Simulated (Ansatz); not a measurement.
System: C2H8O2Te, charge 0, multiplicity 1. 
Structure (B3LYP-D3(BJ)/def2-TZVP (Ansatz, an electronic-structure program) minimum search):
```
Te
O 1 2.0843
H 2 0.9630 1 110.31
O 1 2.0843 2 166.39 3 180.00
H 4 0.9630 1 110.31 2 -180.00
C 1 2.1213 2 85.49 3 131.38
H 6 1.0860 1 106.95 2 145.88
H 6 1.0860 7 113.55 4 136.87
H 6 1.0874 7 110.40 8 124.60
C 1 2.1213 2 85.49 3 -131.38
H 10 1.0860 1 106.95 2 -23.91
H 10 1.0860 11 113.55 2 136.87
H 10 1.0874 11 110.40 12 124.60
```

Quantity: vertical triplet-singlet gap (E(triplet) - E(singlet); each state is the SCF solution reached for its spin; the UHF <S^2> is 2.12 for the triplet (pure: 2.00)), in kcal/mol. Valence correlation only, unless marked. UHF or UKS for open shells. Spin-orbit coupling is left out. The frozen core is the preceding noble-gas configuration, with the filled d and f shells of earlier blocks. Past Kr the def2 sets carry scalar-relativistic core potentials. CBS marks a two-point X^-3 extrapolation of the correlation energy; Hartree-Fock from the larger set. [CCSD(T)-MP2]/basis is that difference in the basis named.

```tsv
level	program	vertical triplet-singlet gap (kcal/mol)	minus last row
HF/def2-SVPD	Ansatz	106.0	-4.9
HF/def2-TZVPPD	Ansatz	104.0	-6.9
HF/def2-QZVPPD	Ansatz	104.0	-6.9
SVWN5/def2-TZVPD	Ansatz	105.2	-5.7
PBE/def2-TZVPD	Ansatz	101.2	-9.7
r2SCAN/def2-TZVPD	Ansatz	102.3	-8.6
B3LYP/def2-TZVPD	Ansatz	105.9	-5.0
PBE0/def2-TZVPD	Ansatz	104.8	-6.1
BHLYP/def2-TZVPD	Ansatz	109.1	-1.8
CAM-B3LYP/def2-TZVPD	Ansatz	109.5	-1.4
wB97M-V/def2-TZVPD	Ansatz	110.7	-0.2
wB97X-V/def2-TZVPD	Ansatz	111.8	0.9
MP2/def2-TZVPPD	Ansatz	119.5	8.6
RI-MP2/def2-TZVPPD	Ansatz	119.5	8.6
SCS-MP2/def2-SVPD	Ansatz	120.7	9.8
SCS-MP2/def2-TZVPPD	Ansatz	121.2	10.3
CCSD/def2-SVPD	Ansatz	111.0	0.1
CCSD/def2-TZVPPD	Ansatz	110.4	-0.5
CCSD(T)/def2-SVPD	Ansatz	110.4	-0.5
RI-MP2/CBS(def2-TZVPPD,def2-QZVPPD)+[CCSD(T)-MP2]/def2-SVPD	Ansatz	111.6	0.7
RI-MP2/CBS(def2-TZVPPD,def2-QZVPPD)+[CCSD(T)-MP2]/def2-TZVPPD	Ansatz	110.9	0.0
```
